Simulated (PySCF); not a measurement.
Excitations are Tamm–Dancoff values on a coarser integration grid. The basis has no diffuse functions, so Rydberg states are missing or too high.

Z-matrix (Å, degrees):
```
C
H 1 1.0903
H 1 1.0924 2 108.17
S 1 1.7972 2 111.13 3 -116.70
H 4 1.3438 1 95.46 2 -61.41
S 1 1.8112 2 108.52 3 113.28
S 6 2.0278 1 102.53 2 63.59
S 7 2.0565 6 107.67 1 -78.00
H 8 1.3464 7 98.06 6 -84.85
```
Charge 0, spin multiplicity 1.

Task: What is the computed S1 oscillator strength, T1 excitation (TDA) and HOMO (PBE0-D3(BJ)/def2-TZVP (PySCF 2.14.0))?

Result: 
The S1 oscillator strength comes out as 0.002, the T1 excitation (TDA) is 3.85 eV and the HOMO is -6.93 eV.
